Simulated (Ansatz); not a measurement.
`CO[SiH2][SiH2]F` → `O[SiH2][SiH2]CF`  (isomerisation)

Gas-phase electronic energies from Ansatz, PBE0-D4/def2-TZVP geometries. CCSD(T)/CBS is the MP2 limit (def2-TZVPP, def2-QZVPP) plus CCSD(T) − MP2 in def2-TZVPP, frozen cores. Functionals use def2-TZVPP. B3LYP here is the variant with VWN-RPA as its local correlation; programs differ in this. Each species was taken in one conformer, which may not be the lowest.

```json
{"level": "r2SCAN-D4", "ΔE (kJ/mol)": "138.1", "difference from CCSD(T)/CBS": "-5.5"}
{"level": "ωB97X-V", "ΔE (kJ/mol)": "139.9", "difference from CCSD(T)/CBS": "-3.7"}
{"level": "ωB97M-V", "ΔE (kJ/mol)": "138.8", "difference from CCSD(T)/CBS": "-4.8"}
{"level": "B2PLYP", "ΔE (kJ/mol)": "145.1", "difference from CCSD(T)/CBS": "1.5"}
{"level": "PBE", "ΔE (kJ/mol)": "126.4", "difference from CCSD(T)/CBS": "-17.2"}
{"level": "PBE0", "ΔE (kJ/mol)": "132.0", "difference from CCSD(T)/CBS": "-11.6"}
{"level": "B3LYP", "ΔE (kJ/mol)": "141.5", "difference from CCSD(T)/CBS": "-2.1"}
{"level": "HF/def2-TZVPP", "ΔE (kJ/mol)": "157.7", "difference from CCSD(T)/CBS": "14.1"}
{"level": "CCSD/def2-TZVPP", "ΔE (kJ/mol)": "144.7", "difference from CCSD(T)/CBS": "1.1"}
{"level": "CCSD(T)/def2-TZVPP", "ΔE (kJ/mol)": "142.5", "difference from CCSD(T)/CBS": "-1.1"}
{"level": "HF/def2-QZVPP", "ΔE (kJ/mol)": "160.1", "difference from CCSD(T)/CBS": "16.5"}
{"level": "MP2/def2-QZVPP", "ΔE (kJ/mol)": "149.5", "difference from CCSD(T)/CBS": "5.9"}
{"level": "SCS-MP2/def2-QZVPP", "ΔE (kJ/mol)": "151.1", "difference from CCSD(T)/CBS": "7.5"}
{"level": "HF/CBS(def2)", "ΔE (kJ/mol)": "160.5", "difference from CCSD(T)/CBS": "16.9"}
{"level": "MP2/CBS(def2)", "ΔE (kJ/mol)": "149.1", "difference from CCSD(T)/CBS": "5.5"}
{"level": "CCSD/CBS(def2)", "ΔE (kJ/mol)": "145.9", "difference from CCSD(T)/CBS": "2.3"}
{"level": "CCSD(T)/CBS", "ΔE (kJ/mol)": "143.6", "difference from CCSD(T)/CBS": "0"}
```

Largest T1 diagnostic among the species: 0.012.

In def2-TZVPP, CCSD(T) changes the Hartree–Fock value by −15.2 kJ/mol (the triples alone add −2.3 kJ/mol) and MP2 by −9.7 kJ/mol. From PBE to PBE0 (25 % exact exchange), in def2-TZVPP and without D4, ΔE moves by +5.6 kJ/mol.

CCSD(T)/CBS has its own doubt, a few kJ/mol and more with outer-core shells, so smaller differences from it don't rank the levels.
